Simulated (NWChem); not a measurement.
# HSi (+1) in NWChem

```xyz
2

Si     0.0000     0.0000     0.1028
H      0.0000     0.0000    -1.4391
```
Charge +1, spin multiplicity 1.

The numbers come from NWChem runs, not from measurements. The geometry was optimised at PBE/def2-SVP, a minimum by its harmonic frequencies.

Symmetry labels belong to the abelian group C2v used in the runs, with the axes of the coordinates shown; states degenerate in a higher group split over its labels.

B3LYP has NWChem's definition, with VWN1-RPA local correlation. The structure started from a generated list of species.

**Question.** List the lowest 3 singlet excitations that TD-B3LYP/def2-SVPD, VWN1-RPA local correlation gives, with oscillator strengths.

**Answer.** 
| state | symmetry | energy (eV) | wavelength (nm) | f |
|---|---|---|---|---|
| 1 | b1 | 3.24 | 383 | 0.014 |
| 2 | b2 | 3.24 | 383 | 0.014 |
| 3 | a1 | 9.71 | 128 | 0.681 |
